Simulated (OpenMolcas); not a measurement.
S V: effect of the active space

```yaml
Program: OpenMolcas
Method: CASSCF or its RAS form
Basis: ANO-RCC-VQZP
Scalar_Hamiltonian: DKH2, point nucleus
Spin-orbit_coupling: state interaction with AMFI integrals over the reference wave functions, term energies averaged over their components
```

A. 2 electrons in 4 orbitals (3s 3p); 2S+1 = 3 even, 3 roots; 2S+1 = 1 even, 7 roots; 2S+1 = 3 odd, 3 roots; 2S+1 = 1 odd, 3 roots; cost roughly 14 core-seconds
B. 2 electrons in 8 orbitals (3s 3p 4s 4p); 2S+1 = 3 even, 3 roots; 2S+1 = 1 even, 7 roots; 2S+1 = 3 odd, 3 roots; 2S+1 = 1 odd, 3 roots; cost of the order of 13 core-seconds
C. 2 electrons in 9 orbitals (RAS2 3s 3p; RAS3 3d, at most 2 electrons); 2S+1 = 3 even, 3 roots; 2S+1 = 1 even, 7 roots; 2S+1 = 3 odd, 3 roots; 2S+1 = 1 odd, 3 roots; cost of the order of 13 core-seconds

Energies in cm⁻¹ above 3s² ¹S₀, the measured ground level; measured values from NIST levels in Podobedova, Kelleher and Wiese, J. Phys. Chem. Ref. Data 38, 171 (2009); Martin, Zalubas and Musgrove, J. Phys. Chem. Ref. Data 19, 821 (1990).

```json
{"Level": "3s² ¹S₀", "A": "0.0", "B": "0.0", "C": "0.0", "Measured": "0.0"}
{"Level": "3s 3p ³P°₀", "A": "82415", "B": "82890", "C": "81295", "Measured": "83024"}
{"Level": "3s 3p ³P°₁", "A": "82745", "B": "83220", "C": "81622", "Measured": "83394"}
{"Level": "3s 3p ³P°₂", "A": "83416", "B": "83891", "C": "82290", "Measured": "84155"}
{"Level": "3s 3p ¹P°₁", "A": "140761", "B": "140719", "C": "129177", "Measured": "127151"}
{"Level": "3p² ³P₀", "A": "201022", "B": "201408", "C": "199266", "Measured": "199967"}
{"Level": "3p² ³P₁", "A": "201365", "B": "201752", "C": "199610", "Measured": "200371"}
{"Level": "3p² ³P₂", "A": "202006", "B": "202393", "C": "200285", "Measured": "201146"}
{"Level": "3p² ¹D₂", "A": "217194", "B": "217377", "C": "193491", "Measured": "193739"}
```

Deviations, from unrounded energies. A percentage is the sum of absolute deviations over the sum of measured energies, with the sign that they share, or ± where signs differ.

```json
{"Against measurement": "mean absolute deviation (cm-1)", "Levels": "8", "A": "5200", "B": "5200", "C": "1200"}
{"Against measurement": "other configurations (%)", "Levels": "8", "A": "±3.6", "B": "±3.6", "C": "±0.8"}
```

C lies closest to measurement on these levels and A furthest from it. The largest miss of C in the table is 3s 3p ¹P°₁, by +2000 cm-1. The ranking rests on the paired levels alone, and a cruder setting can come out closer through cancelling errors.

Among A to C the level of the table that moves most is 3p² ¹D₂, by 24000 cm-1 (lowest in C, highest in B).

The ¹D term of p² mixes with s d, which this space lacks (holds for A; B). Active for correlation alone: 4p 4s; no level in the range computed is led by a configuration that fills them, so any true level of that kind is missing (holds for B). Active for correlation alone: 3d; no level in the range computed is led by a configuration that fills it, so any true level of that kind is missing (holds for C). Some terms mix strongly with configurations of 3d, whose occupation reaches 0.23 (3p² ¹D) (holds for C). Measured partners are found by configuration, term and J. A level has none where our copy of the source lacks it or the pairing is in doubt (some pairs that miss far off the trend of their configuration count as doubtful), and it then counts in no deviation. Only configurations of the active space appear. The table leaves out levels that lie high or whose names do not pair safely across all columns.

° marks odd parity.
